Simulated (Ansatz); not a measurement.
Ga(F)(SiH3)2 (FGaH6Si2), SMILES [F][Ga]([SiH3])[SiH3]. Atoms are numbered in the order given.

```xyz
10

Ga    -0.2972    -0.1863     0.0386
F     -1.7850    -1.1333     0.1943
Si    -0.6171     1.8092    -1.2855
H      0.6837     2.2927    -1.8445
H     -1.1758     2.8874    -0.4094
H     -1.5708     1.5631    -2.4094
Si     1.5700    -1.1918     1.1958
H      2.5279    -0.1416     1.6629
H      2.2989    -2.0907     0.2450
H      1.1167    -1.9990     2.3684
```

Geometry optimised at PBE0-D3(BJ)/def2-SVP.

Two levels are set side by side: PBE-D3(BJ)/def2-SVP (Ansatz, a quantum-chemistry and plane-wave program) and PBE0-D3(BJ)/def2-SVP (Ansatz). Each level has its own optimised geometry; the coordinates shown are those of the second. Differences are taken from unrounded values.

| quantity | PBE0-D3(BJ) |
|---|---|
| mean bond length (Å) | 1.731 |
| bond Ga1–F2 (Å) | 1.770 |
| bond Ga1–Si3 (Å) | 2.416 |
| bond Ga1–Si7 (Å) | 2.416 |
| bond Si3–H4 (Å) | 1.496 |
| bond Si3–H5 (Å) | 1.498 |
| bond Si3–H6 (Å) | 1.494 |
| bond Si7–H8 (Å) | 1.496 |
| bond Si7–H9 (Å) | 1.498 |
| bond Si7–H10 (Å) | 1.494 |

### Question
What does PBE-D3(BJ) give, and how far is it from PBE0-D3(BJ)? (An estimate is asked for; the answer gives what the named calculation found.)

### Answer

```
quantity              PBE-D3(BJ)  PBE-D3(BJ) minus PBE0-D3(BJ)
--------------------  ----------  ----------------------------
mean bond length (Å)       1.742                         0.011
bond Ga1–F2 (Å)            1.789                         0.019
bond Ga1–Si3 (Å)           2.427                         0.011
bond Ga1–Si7 (Å)           2.427                         0.011
bond Si3–H4 (Å)            1.506                         0.010
bond Si3–H5 (Å)            1.508                         0.011
bond Si3–H6 (Å)            1.505                         0.010
bond Si7–H8 (Å)            1.507                         0.010
bond Si7–H9 (Å)            1.508                         0.010
bond Si7–H10 (Å)           1.504                         0.010
```

Exact exchange shortens and stiffens bonds; PBE has none. Differences between two approximate levels are no errors against the true value.
